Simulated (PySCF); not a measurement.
H₂OSSi, neutral, multiplicity 1. Atoms are numbered in the order given.

```xyz
5

Si     0.7037    -0.6372     0.0000
O     -0.6247    -1.6202     0.0000
H     -1.5295    -1.2886     0.0000
S     -0.2638     1.3231     0.0000
H      0.8962     2.0009     0.0000
```
Charge 0, spin multiplicity 1.

Geometry optimised at B3LYP-D3(BJ)/def2-TZVP. Other conformers were not sampled.

The numbers are results of ωB97X/def2-TZVPD run with PySCF, not measurements.

Symmetry labels are those of the subgroup Cs that the program uses (full group Cs).

Computed valence orbital energies around the gap with their symmetry:
| orbital | symmetry | energy (eV) |
|---|---|---|
| HOMO−7 | A' | -23.47 |
| HOMO−6 | A' | -18.69 |
| HOMO−5 | A' | -15.44 |
| HOMO−4 | A' | -13.41 |
| HOMO−3 | A" | -13.19 |
| HOMO−2 | A' | -12.65 |
| HOMO−1 | A" | -10.32 |
| HOMO | A' | -9.29 |
| LUMO | A" | 0.23 |
| LUMO+1 | A' | 1.32 |
| LUMO+2 | A' | 1.60 |
| LUMO+3 | A' | 2.03 |
